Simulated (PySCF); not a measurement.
CrO2F, SMILES [O]=[Cr+](=[O])[F], charge +1, multiplicity 1.

Coordinates come from a PBE0-D3(BJ)/def2-SVP optimisation. The multiplicity is an assumed one; other spin states were not compared. The isomer is the one that the SMILES or the coordinates give; other isomers of the formula were not compared.

Calculation: PBE0-D3(BJ)/def2-SVP (PySCF).

Frequencies are harmonic and unscaled.

| mode | ν (cm⁻¹) | IR (km/mol) | Raman (Å⁴/amu) | depolarisation | moving atoms (share of kinetic energy) |
|---|---|---|---|---|---|
| 1 | 262 | 32.8 | 1.0 | 0.61 | O 41 %, Cr 36 %, F 24 % |
| 2 | 306 | 3.8 | 3.8 | 0.75 | O 46 %, F 40 %, Cr 14 % |
| 3 | 478 | 3.5 | 4.1 | 0.71 | O 82 %, Cr 13 % |
| 4 | 871 | 85.6 | 8.2 | 0.19 | F 71 %, Cr 24 % |
| 5 | 1194 | 115.4 | 7.4 | 0.75 | O 70 %, Cr 29 % |
| 6 | 1210 | 49.2 | 16.0 | 0.12 | O 79 %, Cr 21 % |
